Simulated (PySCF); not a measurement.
A species of formula C6H9NOSi has this rotational fingerprint, computed with PBE0/pcSseg-1 in PySCF (dipole) on a GFN2-xTB geometry, gas phase:

```
Rotational constants : A = 2158, B = 1170, C = 998.0 MHz
Dipole components    : |μa| = 2.33 D, |μb| = 0.77 D, |μc| = 1.95 D
Inertial defect      : -159.78 u·Å²
κ                    : -0.70
```

Task: Which candidate fits, each taken in the one conformer that was computed?
A. `[C@H]1([C@@H]2C[SiH2][C@H]1CO2)C#N`
B. `[CH3:1][O:2][C:3]1=[CH:4][C@H:5]([C:6]#[N:7])[SiH2:8][CH2:9]1` with C1–O2–C3–C4 1°
C. `[CH3:1][CH2:2]/[CH:3]=[CH:4]/[Si@@H:5]([C:6]#[N:7])[CH:8]=[O:9]` with C1–C2–C3–C4 126°, C3–C4–Si5–C6 48°, C4–Si5–C8–O9 19°
D. `[CH2:1]=[C:2]1[CH2:3][O:4][C@@H:5]([C:6]#[N:7])[CH2:8][SiH2:9]1` with C1–C2–C3–O4 -128°, C2–C3–O4–C5 -68°, C3–O4–C5–C6 -53°, O4–C5–C8–Si9 -56°
E. `[CH3:1][O:2][SiH2:3][c:4]1[cH:5][cH:6][cH:7][cH:8][n:9]1` with C1–O2–Si3–C4 180°, O2–Si3–C4–C5 2°

Result: D. It is C=C1CO[C@@H](C#N)C[SiH2]1, an asymmetric top, point group C1. The candidates at the same level (rigid rotor, commonest isotopes):

```csv
SMILES,A (MHz),B (MHz),C (MHz),μa (D),μb (D),μc (D),Δ (u·Å²),point group,rotor
COC1=C[C@H](C#N)[SiH2]C1,2107,996.9,731.7,3.24,2.15,1.86,-56.06,C1,asymmetric top
C=C1CO[C@@H](C#N)C[SiH2]1,2158,1170,998.0,2.33,0.77,1.95,-159.78,C1,asymmetric top
CC/C=C/[Si@@H](C#N)C=O,1702,723.4,557.4,1.86,1.49,1.93,-88.85,C1,asymmetric top
CO[SiH2]c1ccccn1,3920,765.1,647.5,0.31,1.79,0.01,-8.95,–,near-prolate asymmetric top
N#C[C@@H]1[C@@H]2C[SiH2][C@H]1CO2,2158,1410,1219,2.63,0.07,0.92,-178.01,C1,asymmetric top
```

`COC1=C[C@H](C#N)[SiH2]C1` has C 27 % too low; `CO[SiH2]c1ccccn1` has A 82 % too high; `N#C[C@@H]1[C@@H]2C[SiH2][C@H]1CO2` has C 22 % too high; `CC/C=C/[Si@@H](C#N)C=O` has C 44 % too low. No structure here is proved a minimum.
